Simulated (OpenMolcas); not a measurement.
## Setting up AlCl2F (SMILES [F][Al]([Cl])[Cl]) in OpenMolcas

AlCl2F: 4 atoms, total charge 0, spin state singlet. SMILES: `[F][Al]([Cl])[Cl]`. The coordinates come from a PBE0-D4/def2-TZVP relaxation.

```xyz
4

F     0.0874    0.3882    1.6824
Al    0.0048    0.0215    0.0936
Cl    1.2230   -1.4637   -0.6634
Cl   -1.3153    1.0539   -1.1125
```

Settings wanted:

```json
{
 "method": "DFT",
 "reference": "RKS",
 "relativity": "none",
 "integral approximation": "none",
 "symmetry": "none",
 "basis set": "def2-SVPD",
 "task": "gradient",
 "functional": "M06-2X",
 "dispersion": "none",
 "nucleus": "point",
 "integration grid": "UltraFine",
 "SCF convergence threshold": "1e-10"
}
```

Problem. Write the OpenMolcas 26.06 input and the command.

Solution. One that was run (others would do as well):

struct.xyz:
```
4

F      0.087420     0.388220     1.682350
Al     0.004800     0.021530     0.093600
Cl     1.223040    -1.463690    -0.663450
Cl    -1.315270     1.053930    -1.112510
```

calc.input:
```
* AlCl2F Kohn-Sham DFT
>>> EXPORT MOLCAS_PRINT=2

&GATEWAY
 BASLIB=$CurrDir
 COORD=struct.xyz
 BASIS=def2-SVPD
 GROUP=NoSym

&SEWARD
 GRIDINPUT
 Grid=UltraFine
 End of Grid

&SCF
 KSDFT=M062X
 THRESHOLDS=1e-10 1e-07 1e-07 1e-05
 PRORBITALS=1

&ALASKA
```

```bash
$ export MOLCAS_MEM=1860
$ pymolcas calc.input > calc.log
```

(Basis files named in the input come from the Basis Set Exchange and aren't shown.)

Calculated total energy: -1262.39937 Eh, largest force 0.659 eV/Å.
